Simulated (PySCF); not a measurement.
**Electron correlation in O (oxygen, neutral)**

[He] 2s2 2p4, high-spin 3P determinant. All numbers are calculated (PySCF 2.14, the non-relativistic Hamiltonian (point nucleus), in def2-SVP (3s2p1d, 14 functions)). Frozen: 1s2; 6 electrons correlated.

MP2 pair energies summed by pair of shells (mhartree):

```tsv
pair	energy	share (%)
2p-2p	-49.33	48.7
2s-2p	-44.41	43.8
2s-2s	-7.56	7.5
```

Total MP2 correlation energy: -101.30 mhartree.

Same-spin part -25.84 and opposite-spin part -75.46 mhartree; SCS-MP2 scales them by 1/3 and 6/5 to -99.17 mhartree.

```json
{"level": "CCSD", "correlation energy (mhartree)": "-116.54"}
{"level": "(T)", "correlation energy (mhartree)": "-0.83"}
{"level": "CCSD(T)", "correlation energy (mhartree)": "-117.37"}
```

Diagnostics: T1 = 0.0034, D1 = 0.0067, largest double amplitude 0.054.

Question: Is a single reference adequate?

Answer: Yes: T1 lies below 0.03 and no double amplitude reaches 0.07.
